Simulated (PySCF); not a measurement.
C₆H₁₂SSi₂.
SMILES with atom numbers: `[CH2:1]=[C:2]([CH3:3])[CH2:4][C:5]#[C:6][SiH2:7][S:8][SiH3:9]` (hydrogens: H10, H11 on C1; H12, H13, H14 on C3; H15, H16 on C4; H17, H18 on Si7; H19, H20, H21 on Si9)

Computed with PySCF at PBE0/pcSseg-1, non-relativistic, on one gas-phase PBE0-D3(BJ)/def2-SVP geometry that isn't relaxed in the solvent. The solvent is an IEF-PCM continuum (cavity from Bondi-type radii × 1.2). The model holds no explicit solvent molecules, cavitation or dispersion.

Gas phase at PBE0/pcSseg-1: HOMO -7.35 eV, LUMO -0.67 eV, dipole 2.51 D.

Question: What does the continuum do to the energy, the frontier levels and the dipole at PBE0/pcSseg-1 in chloroform and dimethylsulfoxide?

Answer: 
```
          solvent      ε  E(solvent) − E(gas) (kcal/mol)  polarisation term (kcal/mol)  distortion of the solute (kcal/mol)  HOMO (eV)  LUMO (eV)  dipole (D)
       chloroform  4.711                           -2.83                         -3.10                                 0.27      -7.36      -0.66        3.04
dimethylsulfoxide  46.83                           -4.02                         -4.56                                 0.54      -7.37      -0.68        3.24
```

Polarisation term: ½ Σ q·V over the induced surface charges. Distortion: the rise of the solute's own energy as its density leaves the gas-phase optimum. From chloroform to dimethylsulfoxide the lowering changes by a factor 1.42, Onsager's factor (ε − 1)/(2ε + 1) by 1.36 and ε itself by 9.9.

Question: Which radius a makes the point-dipole formula ΔE = −[(ε − 1)/(2ε + 1)]·μ²/a³ give the value in dimethylsulfoxide, with the gas-phase dipole?

Answer: μ = 0.986 au and |ΔE| = 0.00640 Eh give a = 2.22 Å; the farthest nucleus lies 4.30 Å from the centroid of the nuclei, so such a sphere wouldn't even hold the nuclei. The formula assumes a rigid point dipole at the centre of a sphere.

Question: Which Mulliken charges (PBE0/pcSseg-1) respond most in chloroform (means over atoms taken as equivalent)?

Answer: 
```tsv
atoms	environment	gas (e)	solvent (e)	change
S8	sulfur bonded to 2 Si	-0.513	-0.549	-0.036
C6	alkyne carbon	-0.469	-0.488	-0.019
C1	terminal =CH2 carbon	-0.074	-0.091	-0.017
C2	fully substituted alkene carbon	-0.454	-0.467	-0.013
H15/H16	methylene hydrogen	+0.160	+0.173	+0.013
H10	vinylic hydrogen	+0.110	+0.120	+0.010
C4	allylic carbon	-0.093	-0.084	+0.009
H11	vinylic hydrogen	+0.114	+0.122	+0.008
```

Question: How do the nuclear quadrupole coupling constants eQVzz/h respond in chloroform?

Answer: 
```csv
nucleus,Q (barn),gas (MHz),solvent (MHz),η gas,η solvent
33S at S8,-0.06781,27.41,26.72,0.57,0.57
```

Shape of the structure used: `[CH2:1]=[C:2]([CH3:3])[CH2:4][C:5]#[C:6][SiH2:7][S:8][SiH3:9]`: C1–C2–C4–C5 121°, C6–Si7–S8–Si9 -49°.
